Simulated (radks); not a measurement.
Neutral xenon inside a hard spherical wall (all orbitals vanish at R), configuration held at [Xe] and not refilled when levels cross. Calculated with a radial shooting solver on a logarithmic mesh with Libxc functionals: scalar-relativistic Kohn-Sham, PBE, spin-polarised, spherical densities, finite nucleus; Fermi nuclear charge, rms radius 4.7859 fm. Eigenvalues in eV for spin up, with the zero of energy where the potential of the charges vanishes at infinity; a dash marks a level that is unbound or too diffuse for the functional's potential to be trusted. A positive occupied level is held by the wall or, in an anion where self-interaction has pushed it up, behind a barrier. The pressure on the wall is -dE/dV.

| R (bohr) | E (hartree) | kinetic (hartree) | e(4p) | e(4d) | e(5s) | e(5p) | e(6s, empty) | e(5d, empty) | pressure (GPa) |
|---|---|---|---|---|---|---|---|---|---|
| free | -7447.03737 | 7830.781 | -141.27 | -59.384 | -19.740 | -8.235 | - | - | 0 |
| 15 | -7447.03737 | 7830.781 | -141.27 | -59.384 | -19.740 | -8.235 | - | - | < 0.0001 |
| 12 | -7447.03737 | 7830.781 | -141.27 | -59.384 | -19.740 | -8.235 | -0.331 | 1.544 | < 0.0001 |
| 10 | -7447.03734 | 7830.782 | -141.27 | -59.381 | -19.737 | -8.232 | -0.040 | 1.923 | 0.00135 |
| 4 | -7446.60227 | 7833.237 | -134.83 | -53.076 | -14.812 | -2.675 | 24.955 | 14.313 | 106 |
| 3.5 | -7446.02303 | 7835.915 | -130.07 | -48.473 | -10.882 | 2.099 | 41.427 | 21.884 | 334 |
| 3 | -7444.57681 | 7841.873 | -121.97 | -40.703 | -3.115 | 11.652 | 72.056 | 36.061 | 1170 |
| 2.5 | -7440.66216 | 7856.527 | -107.69 | -27.094 | 14.174 | 32.684 | 133.58 | 65.076 | 4770 |
